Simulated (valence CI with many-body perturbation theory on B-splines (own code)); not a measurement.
# Level structure of Sr14+

Computed by valence CI with perturbative core correlation (CI+MBPT): six valence electrons over a frozen Dirac-Fock core [Ar], a basis of 7 s, 7 p, 8 d, 6 f, 4 g, 1 h functions for each j, with the one-electron correlation potential Σ1 (screened to all orders), the two-electron term Σ2, the three-electron term Σ3, Breit, model QED; selected single and double excitations, second order for the rest, scaled by the run's own slope (own B-spline code, finite nucleus).

No measured levels were compared; by estimate terms of the open shell hold to 2 to 4 % of their energy, and close levels can change places. Core correlation moves these levels by up to 7000 cm⁻¹, and in measured spectra 5 to 20 % of such shifts remained as error; rates that hang on mixing are uncertain with them. Among the levels kept, up to 680 cm⁻¹ of a level comes from second order outside the variational space, and about a tenth of that is noise between levels of different J, which matters for small intervals. Only levels of the ground parity were solved; by the run's estimate the other parity begins above the list, which can be wrong where configurations are misplaced.

Levels 1 to 34 of 34, with energies above the lowest level, 3d⁶ ⁵D_4. "Leading %" is the weight of the configuration and term that name the level; weights of strongly mixed levels are sums over their largest components and can fall short. Lifetimes count E1, E2, E3, M1 and M2 decay at the calculated energies, and are blank where another channel may lead or the interval is too uncertain; long ones can be off by a factor of two.

| No. | Configuration | Term | J | E (cm⁻¹) | Leading % | g | Lifetime |
| --- | --- | --- | --- | --- | --- | --- | --- |
| 1 | 3d⁶ | ⁵D | 4 | 0.0 | 96 | 1.488 |  |
| 2 | 3d⁶ | ⁵D | 3 | 8264 | 98 | 1.492 | 51.9 ms |
| 3 | 3d⁶ | ⁵D | 2 | 11813 | 93 | 1.493 | 368 ms |
| 4 | 3d⁶ | ⁵D | 1 | 14858 | 94 | 1.495 | 397 ms |
| 5 | 3d⁶ | ⁵D | 0 | 15795 | 94 |  | 7.86 s |
| 6 | 3d⁶ | ³H | 4 | 55077 | 32 | 1.035 | 5.75 ms |
| 7 | 3d⁶ | ³P | 2 | 55586 | 88 | 1.475 | 2.34 ms |
| 8 | 3d⁶ | ³H | 6 | 57944 | 94 | 1.156 | 4420 s |
| 9 | 3d⁶ | ³H | 5 | 59471 | 72 | 1.079 | 305 ms |
| 10 | 3d⁶ | ³F | 3 | 66605 | 76 | 1.017 | 4.40 ms |
| 11 | 3d⁶ | ³H | 4 | 68821 | 54 | 1.006 | 4.33 ms |
| 12 | 3d⁶ | ³F | 2 | 69063 | 92 | 0.695 | 8.71 ms |
| 13 | 3d⁶ | ³P | 1 | 77148 | 87 | 1.418 | 1.60 ms |
| 14 | 3d⁶ | ³P | 0 | 77181 | 68 |  | 2.07 ms |
| 15 | 3d⁶ | ³G | 5 | 77343 | 72 | 1.151 | 11.7 ms |
| 16 | 3d⁶ | ³G | 4 | 82097 | 76 | 1.056 | 13.9 ms |
| 17 | 3d⁶ | ³G | 3 | 84750 | 76 | 0.828 | 7.74 ms |
| 18 | 3d⁶ | ³D | 2 | 91311 | 81 | 1.156 | 6.08 ms |
| 19 | 3d⁶ | ¹I | 6 | 93141 | 94 | 1.008 | 9.04 ms |
| 20 | 3d⁶ | ³D | 3 | 94514 | 94 | 1.317 | 3.22 ms |
| 21 | 3d⁶ | ³D | 1 | 94531 | 91 | 0.590 | 4.18 ms |
| 22 | 3d⁶ | ¹G | 4 | 102080 | 79 | 1.008 | 2.35 ms |
| 23 | 3d⁶ | ¹D | 2 | 113900 | 78 | 1.017 | 2.48 ms |
| 24 | 3d⁶ | ¹S | 0 | 114490 | 60 |  | 1.42 ms |
| 25 | 3d⁶ | ¹F | 3 | 124950 | 83 | 1.012 | 7.28 ms |
| 26 | 3d⁶ | ³P | 0 | 140640 | 86 |  |  |
| 27 | 3d⁶ | ³P | 1 | 145210 | 99 | 1.492 |  |
| 28 | 3d⁶ | ³F | 4 | 150770 | 92 | 1.231 |  |
| 29 | 3d⁶ | ³F | 2 | 151680 | 97 | 0.674 | 2.05 ms |
| 30 | 3d⁶ | ³F | 3 | 156910 | 83 | 1.074 |  |
| 31 | 3d⁶ | ³P | 2 | 159220 | 95 | 1.479 | 1.94 ms |
| 32 | 3d⁶ | ¹G | 4 | 171820 | 92 | 1.015 |  |
| 33 | 3d⁶ | ¹D | 2 | 225520 | 99 | 0.999 |  |
| 34 | 3d⁶ | ¹S | 0 | 289420 | 99 |  | 582 μs |

Names give the largest LS component (configuration and term), which can be under half, so a name can repeat, a term be missing and a line seem to break the LS rules; names also repeat where a configuration has a term twice.

The ionisation energy to 3d⁵ ⁶S5/2 of the next ion comes out as 499.77 eV (NIST: 499 ± 3 eV (theoretical)). All 34 levels together are meant to be complete up to 300970 cm⁻¹.
